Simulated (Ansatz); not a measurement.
Basis-set extrapolation for `S[SiH2]C1BC1` (PBE0-D4/def2-TZVP geometry, frozen core, Ansatz). Multiplicity 1, RHF reference.

|  | def2-TZVPP | def2-QZVPP |
| --- | --- | --- |
| HF | -790.998718 | -791.023714 |
| MP2 correlation | -0.730625 | -0.783028 |
| CCSD(T) correlation | -0.824805 | not run |

Energies in hartree. Use E(X) = E(∞) + A·exp(−7.88·√X) for Hartree–Fock and E(X) = E(∞) + B·X^(−2.97) for correlation, with X = 3 and 4, and add CCSD(T) minus MP2 of the smaller set to the MP2 limit.

Question: What is the CCSD(T) energy at the basis-set limit?

Answer: HF limit: -791.023714 + (-0.024996) × 0.13774 = -791.02716. MP2 limit: -0.783028 + (-0.052403) × 0.74074 = -0.82184. Higher-order term: -0.824805 − (-0.730625) = -0.09418. Total: -791.94318 hartree, 3.26 eV below CCSD(T)/def2-TZVPP.
